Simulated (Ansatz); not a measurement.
System: ScO2 (charge 0, doublet). The spin state was set by rule; other spins were not relaxed. 
Structure (B3LYP-D3(BJ)/def2-TZVP (Ansatz, an electronic-structure program) minimum search):
SMILES: [O]=[Sc]=[O]
```xyz
3

Sc     0.1937    -0.0878     0.2172
O      0.9909     0.3448    -1.3028
O     -1.4994    -0.1143     0.7326
```
Charge 0, spin multiplicity 2.

Quantity: vertical electron affinity (to the singlet state of charge -1; a negative value means that the extra electron is unbound and the number depends on the basis; each state is the SCF solution reached for its spin; for the singlet T1 is 0.026; for the doublet T1 is 0.068), in eV. Valence correlation only, unless marked. Open shells are spin-unrestricted. No spin-orbit coupling. Frozen are the shells of the preceding noble gas and the d and f shells that filled before the atom's block. No relativistic terms. Anions need diffuse functions: def2-D sets add few. Basis-set limits of correlation are two-point, X^-3; Hartree-Fock from the larger set.

| level | program | vertical electron affinity (eV) |
|---|---|---|
| SVWN5/def2-TZVPD | Ansatz | 2.28 |
| BHLYP/def2-TZVPD | Ansatz | 2.09 |
| wB97M-V/def2-TZVPD | Ansatz | 2.42 |
| wB97X-V/def2-TZVPD | Ansatz | 2.36 |
| B2PLYP/def2-TZVPD | Ansatz | 2.33 |
| RI-MP2/CBS(def2-TZVPPD,def2-QZVPPD) | Ansatz | 3.10 |
| SCS-MP2/def2-SVPD | Ansatz | 2.83 |
| CCSD/def2-SVPD | Ansatz | 2.34 |
| CCSD(T)/def2-SVPD | Ansatz | 2.26 |
